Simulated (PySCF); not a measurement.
# Assignment exercise: C3H11B2N

Cartesian coordinates in Å; atom numbers follow the order of the lines, from 1:
```xyz
17

B     1.5574    1.3671    0.0098
N     0.7635    0.1934   -0.1116
B     1.3207   -0.9822   -0.6926
C    -0.6333    0.2026    0.3748
C    -1.6169   -0.0407   -0.7612
C    -0.8227   -0.7764    1.5246
H     2.6966    1.3560   -0.3835
H     1.0732    2.3578    0.5101
H     2.4624   -0.9588   -1.0776
H     0.6556   -1.9863   -0.7948
H    -0.8086    1.2182    0.7630
H    -2.6517    0.0633   -0.4019
H    -1.4626    0.6833   -1.5752
H    -1.5032   -1.0536   -1.1762
H    -0.1160   -0.5642    2.3409
H    -0.6639   -1.8140    1.1932
H    -1.8439   -0.7027    1.9274
```

- J: B3LYP/pcJ-1 (spin–dipole term only in couplings to heteroatoms)
- GIAO PBE0/pcSseg-1 shieldings
- PBE0-D3(BJ)/def2-SVP geometry
- program: PySCF
- a single conformation, relativity neglected, fast rotation and ring inversion assumed for equivalent nuclei, in vacuum

Chemical shifts δ = σref − σ; ¹³C (184.41 ppm), ¹H (31.27 ppm) against TMS, all at this level.

(1) Assign these signals to the numbered atoms. ¹³C{¹H} NMR (computed): δ 59.5, 27.3.

(2) Assign these signals to the numbered atoms. ¹H NMR (600 MHz, computed): δ 5.74 (br, 4H), 3.70 (sept, J = 7.6 Hz, 1H), 1.27 (d, J = 7.6 Hz, 6H).

Answers

(1) 
59.5 → C4, sp3 CH bonded to N: the inductive effect lowers its shielding
27.3 → C5/C6, methyl carbon: a saturated carbon with 1 carbon neighbour and no heteroatom attached

(2) 
| δ (ppm) | atoms | environment | reason |
| --- | --- | --- | --- |
| 5.74 | H7/H8/H9/H10 | hydrogen on a boron bonded to N | – |
| 3.70 | H11 | hydrogen on an sp3 CH bonded to N | its carbon carries N, which withdraws density |
| 1.27 | H12/H13/H14/H15/H16/H17 | hydrogen on a methyl carbon | – |

Hydrogens on boron are broadened and split by ¹¹B (spin 3/2, 80 %) and 10B (spin 3). Splittings below 1 Hz are ignored in the labels, and close J values are merged. Unscaled 3J(H,H) at this level run about 10 % above measured values. Shifts are as computed. Against solution values, carbons near 30 ppm lie about +2 ppm off and those near 130 ppm about +5 ppm. Of 1313 compounds with measured shifts, 239 miss one by over three times the rms of a fit or turn the order of signals round; such compounds aren't used in these exercises.
